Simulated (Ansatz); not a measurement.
```yaml
crystal:
  periodic: [false, false, false]
  atoms:
    - {symbol: S, position_ang: [-5.007394, 1.079564, -0.177236]}
    - {symbol: Si, position_ang: [-1.524283, -0.188722, 1.324878]}
    - {symbol: N, position_ang: [0.448004, -1.870754, -0.653557]}
    - {symbol: Si, position_ang: [2.751965, 0.417025, -0.289769]}
    - {symbol: O, position_ang: [0.754257, 1.978219, 1.593932]}
    - {symbol: H, position_ang: [-3.973647, 1.919072, -2.341385]}
    - {symbol: H, position_ang: [-2.240625, -1.347431, 3.765430]}
    - {symbol: H, position_ang: [0.256242, -3.463439, -1.660444]}
    - {symbol: H, position_ang: [3.444921, 1.853460, -2.598029]}
    - {symbol: H, position_ang: [5.090541, -0.376994, 1.036197]}
basis:
  gaussian: {orbitals: cc-pVTZ}
hamiltonian: {xc: {name: revPBE0}}
```

```sh
$ ansatz run in.yaml --threads 4 --pin off --events-out ev --progress --plain --max-ram 10444MiB
```

It prints (some lines left out):

```
Functional definition: revPBE0
1497 factors; their error is unknown
mean field evaluation 1: about -30111.8400 eV, gradient 1.3e2 eV
mean field evaluation 2: about -29627.9795 eV, gradient 2.5e2 eV
mean field evaluation 4: about -29688.4414 eV, gradient 2.3e2 eV
mean field evaluation 8: about -30169.2102 eV, gradient 9.1e0 eV
mean field evaluation 16: about -30170.5803 eV, gradient 3.5e-2 eV
mean field -30170.58034534 eV, -1108.7483773375 hartree, gradient 7.2e-6 eV, S^2 0.000000; 10 other end points of the search recorded, 0 dependent functions left out
reference -30170.58040622 eV, -1108.7483795747 hartree; 32, 32 occupied and 200, 200 virtual orbitals, 1497 factors
Total energy: -30170.58040622 eV, -1108.7483795747 hartree
```

**Question.** Something in this input is off. What?

**Answer.** The coordinates are in bohr but typed as ångström. The calculation finished and met its thresholds. The result belongs to that input, not to the molecule as meant.
